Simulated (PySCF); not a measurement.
**Distorted geometries of PbF4**

PbF4 (singlet). PySCF 2.14.0, RKS r2SCAN, Pb def2-SVP with ECP60, F def2-SVP; non-relativistic Hamiltonian with scalar-relativistic core potentials where named; density fitting; no spin-orbit coupling. Relaxed geometry:

```xyz
5

Pb    0.0000    0.0000    0.0000
F     1.5739    0.0000    1.2581
F     0.0000    1.5739   -1.2581
F    -1.5739    0.0000    1.2581
F     0.0000   -1.5739   -1.2581
```

Q: Order these distorted geometries by energy above the relaxed one, lowest first.
A.
```xyz
5

Pb    0.0542    0.0236   -0.1241
F     1.5245    0.0664    1.3556
F    -0.0114    1.6593   -1.1026
F    -1.4744   -0.1507    1.2751
F    -0.0929   -1.5985   -1.4041
```
B.
```xyz
5

Pb   -0.0917   -0.0951    0.0318
F     1.6147    0.1099    1.2055
F    -0.0556    1.5683   -1.3230
F    -1.5087    0.0250    1.2458
F     0.0412   -1.6082   -1.1601
```
C.
```xyz
5

Pb    0.0081   -0.0400   -0.0187
F     1.4673   -0.0214    1.2508
F     0.0101    1.5844   -1.1049
F    -1.4765   -0.0425    1.1653
F    -0.0090   -1.4805   -1.2926
```

A: A (0.35 eV), C (0.44 eV), B (0.59 eV).

Q: Which forces (eV/Å) act in the one that lies 0.59 eV up?

A: 
```
Pb   4.54  3.42 -2.19
F   -0.95 -0.13 -0.67
F   -0.12 -1.60  1.26
F   -3.56  0.18  2.94
F    0.10 -1.87 -1.34
```
Forces carry noise of the integration grid, about 0.01 to 0.03 eV/Å.

No frequency check is given that shows the relaxed geometry to be a minimum.
